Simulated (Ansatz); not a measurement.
C4H16Al2N2, SMILES [CH3][Al-]1([CH3])[NH2+][Al-]([CH3])([CH3])[NH2+]1.

Geometry optimised at r2SCAN-D4/def2-SVP.

Two levels are set side by side: PBE/def2-SVPD (Ansatz, a quantum-chemistry and plane-wave program) and PBE0/def2-SVPD (Ansatz). Energy differences of separate SCF runs at the same geometry; the states with an electron removed or added have multiplicity 2 and 2. Differences are taken from unrounded values.

```csv
quantity,PBE0
vertical ionisation energy (eV),8.89
vertical singlet–triplet gap (eV),6.16
```

What does PBE give, and how far is it from PBE0? (Estimate from the structure and the level; the computed values follow.)


```csv
quantity,PBE,PBE minus PBE0
vertical ionisation energy (eV),8.33,-0.57
vertical singlet–triplet gap (eV),5.35,-0.80
```
